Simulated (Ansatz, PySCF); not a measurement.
Molecule: trifluoromethylgermane, CH₃F₃Ge, charge 0, multiplicity 1. SMILES: [GeH3][C](F)(F)F
Geometry from a B3LYP-D3(BJ)/def2-TZVP (Ansatz, an electronic-structure program) optimisation:
```xyz
8

F     -1.3636     0.8551    -0.9181
C     -0.8567    -0.0223    -0.0215
F     -1.4013     0.2844     1.1785
F     -1.3229    -1.2457    -0.3629
Ge     1.1596     0.0301     0.0291
H      1.6091    -0.9972     1.0717
H      1.5616     1.4538     0.4239
H      1.6531    -0.3313    -1.3746
```

Property: vertical triplet-singlet gap, E(triplet) - E(singlet), in eV. Set-up: each state is the SCF solution reached for its charge and spin; open shells spin-unrestricted; LANL2DZ with its own core potentials from Na on; valence correlation only (noble-gas shells and the d and f shells of earlier blocks); no dispersion term unless named; 6-31G* and kin with 6d, 5d where marked; spin-orbit terms left out; non-relativistic. First-principles rows: single points at B3LYP-D3(BJ) geometries (Ansatz). Levels can end on unlike triplets.

```csv
level,program,"vertical triplet-singlet gap, E(triplet) - E(singlet) (eV)"
HF/6-31G* with LANL2DZ past Ar,Ansatz,8.00
PBE/6-31G*,Ansatz,7.11
PBE/6-31G* with LANL2DZ past Ar,Ansatz,7.15
B3LYP/STO-3G,Ansatz,8.35
B3LYP/6-31G*,Ansatz,7.50
B3LYP/6-31G* with LANL2DZ past Ar,Ansatz,7.56
M06-2X/6-31G* with LANL2DZ past Ar (5d),PySCF,7.92
MP2/6-31G*,Ansatz,8.01
MP2/6-31G* with LANL2DZ past Ar,Ansatz,8.10
PBE/def2-TZVPD,Ansatz,7.15
B3LYP/def2-TZVPD,Ansatz,7.55
PBE0/def2-TZVPD,Ansatz,7.52
```

No value to compare with is used here. The 9 habitual levels span 7.11 (PBE/6-31G*) to 8.35 eV (B3LYP/STO-3G); PBE0/def2-TZVPD gives 7.52.

The levels are drawn from those run, B3LYP/6-31G* more often than the rest, none by its result; left out are runs that failed, that the program found above a lower state of the same kind, or whose <S^2> lies over 0.5 above the pure value.
